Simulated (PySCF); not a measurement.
**Atomic charges against the basis set**

C4H12Cl2Si2.
Atom-mapped SMILES: `[CH3:1][Si:2]([CH3:3])([Cl:4])[Si:5]([CH3:6])([CH3:7])[Cl:8]` (hydrogens: H9, H10, H11 on C1; H12, H13, H14 on C3; H15, H16, H17 on C6; H18, H19, H20 on C7)

PBE0 throughout (PySCF), one geometry, spherical d and f functions. The structure is a single PBE0-D3(BJ)/def2-SVP conformer in the gas phase; no vibrational or solvent corrections. Atoms taken as equivalent share a column and are averaged.

Mulliken charges (e):

```
        basis  functions  C1/C3/C6/C7  Si2/Si5  Cl4/Cl8  H9 (×12)
       STO-3G         68       -0.397   +0.652   -0.370    +0.085
     pcSseg-0        112       -1.157   +1.049   -0.364    +0.271
        6-31G        112       -0.812   +0.673   -0.302    +0.209
       6-31G*        152       -0.758   +0.558   -0.292    +0.208
      cc-pVDZ        188       -0.245   +0.314   -0.271    +0.074
     def2-SVP        188       -0.318   +0.441   -0.295    +0.082
     pcSseg-1        224       -0.607   +0.643   -0.355    +0.154
  aug-cc-pVDZ        308       +0.520   +1.490   -0.654    -0.313
6-311+G(2d,p)        320       -0.728   +0.632   -0.224    +0.175
```

IAO charges (e):

```tsv
basis	functions	C1/C3/C6/C7	Si2/Si5	Cl4/Cl8	H9 (×12)
STO-3G	68	-0.630	+0.718	-0.306	+0.141
pcSseg-0	112	-0.709	+0.713	-0.311	+0.169
6-31G	112	-0.707	+0.718	-0.326	+0.170
6-31G*	152	-0.710	+0.803	-0.347	+0.161
cc-pVDZ	188	-0.708	+0.807	-0.344	+0.159
def2-SVP	188	-0.702	+0.809	-0.338	+0.156
pcSseg-1	224	-0.715	+0.818	-0.346	+0.160
aug-cc-pVDZ	308	-0.721	+0.814	-0.349	+0.163
6-311+G(2d,p)	320	-0.731	+0.830	-0.350	+0.164
```

Hirshfeld charges (e):

| basis | functions | C1/C3/C6/C7 | Si2/Si5 | Cl4/Cl8 | H9 (×12) |
| --- | --- | --- | --- | --- | --- |
| STO-3G | 68 | -0.121 | +0.436 | -0.312 | +0.020 |
| pcSseg-0 | 112 | -0.201 | +0.326 | -0.174 | +0.042 |
| 6-31G | 112 | -0.193 | +0.281 | -0.184 | +0.048 |
| 6-31G* | 152 | -0.193 | +0.267 | -0.172 | +0.048 |
| cc-pVDZ | 188 | -0.206 | +0.296 | -0.156 | +0.045 |
| def2-SVP | 188 | -0.212 | +0.299 | -0.144 | +0.045 |
| pcSseg-1 | 224 | -0.215 | +0.310 | -0.152 | +0.045 |
| aug-cc-pVDZ | 308 | -0.224 | +0.304 | -0.141 | +0.047 |
| 6-311+G(2d,p) | 320 | -0.214 | +0.294 | -0.143 | +0.046 |

ESP-fitted charges (e):

| basis | functions | C1/C3/C6/C7 | Si2/Si5 | Cl4/Cl8 | H9 (×12) |
| --- | --- | --- | --- | --- | --- |
| STO-3G | 68 | -0.596 | +0.714 | -0.377 | +0.143 |
| pcSseg-0 | 112 | -0.846 | +0.795 | -0.353 | +0.208 |
| 6-31G | 112 | -0.719 | +0.625 | -0.337 | +0.192 |
| 6-31G* | 152 | -0.703 | +0.536 | -0.262 | +0.188 |
| cc-pVDZ | 188 | -0.622 | +0.491 | -0.238 | +0.165 |
| def2-SVP | 188 | -0.623 | +0.501 | -0.227 | +0.162 |
| pcSseg-1 | 224 | -0.713 | +0.596 | -0.267 | +0.183 |
| aug-cc-pVDZ | 308 | -0.716 | +0.557 | -0.245 | +0.187 |
| 6-311+G(2d,p) | 320 | -0.728 | +0.546 | -0.237 | +0.191 |

Some averages cover members that differ in this geometry, most widely: H9 (×12), Mulliken in aug-cc-pVDZ -0.367 to -0.234; C1/C3/C6/C7, ESP-fitted in 6-311+G(2d,p) -0.792 to -0.659; C1/C3/C6/C7, ESP-fitted in pcSseg-1 -0.769 to -0.653; C1/C3/C6/C7, ESP-fitted in aug-cc-pVDZ -0.772 to -0.657 e.

Which scheme is steadiest as the basis changes?

Largest range over the bases for any column: IAO 0.12 e, Hirshfeld 0.17 e, ESP-fitted 0.30 e, Mulliken 1.68 e. IAO charges move least and Mulliken charges most, counted in e. Without the minimal STO-3G basis the ranges are IAO 0.12, Hirshfeld 0.06, ESP-fitted 0.30, Mulliken 1.68 e.

How much do the charges still move between the two largest bases, aug-cc-pVDZ and 6-311+G(2d,p)?

At most, over all atoms: Mulliken 1.263 e, IAO 0.017 e, Hirshfeld 0.010 e, ESP-fitted 0.021 e.

What do the same runs give for the total energy, the frontier levels and the dipole moment?

| basis | energy (Eh) | HOMO (eV) | LUMO (eV) | μ (D) |
| --- | --- | --- | --- | --- |
| STO-3G | -1639.9579 | -5.60 | 4.08 | 4.69 |
| pcSseg-0 | -1656.3647 | -7.81 | -0.18 | 4.26 |
| 6-31G | -1658.2485 | -7.55 | 0.15 | 4.70 |
| 6-31G* | -1658.3758 | -7.33 | 0.23 | 3.83 |
| cc-pVDZ | -1658.4627 | -7.29 | 0.27 | 3.46 |
| def2-SVP | -1657.8725 | -7.29 | 0.28 | 3.19 |
| pcSseg-1 | -1658.3771 | -7.52 | 0.02 | 3.59 |
| aug-cc-pVDZ | -1658.4834 | -7.39 | -0.40 | 3.38 |
| 6-311+G(2d,p) | -1658.5502 | -7.42 | -0.32 | 3.33 |

The dipole is fixed by the density alone, so its range of 1.51 D shows that the density itself changes with the basis, not only its division among atoms.
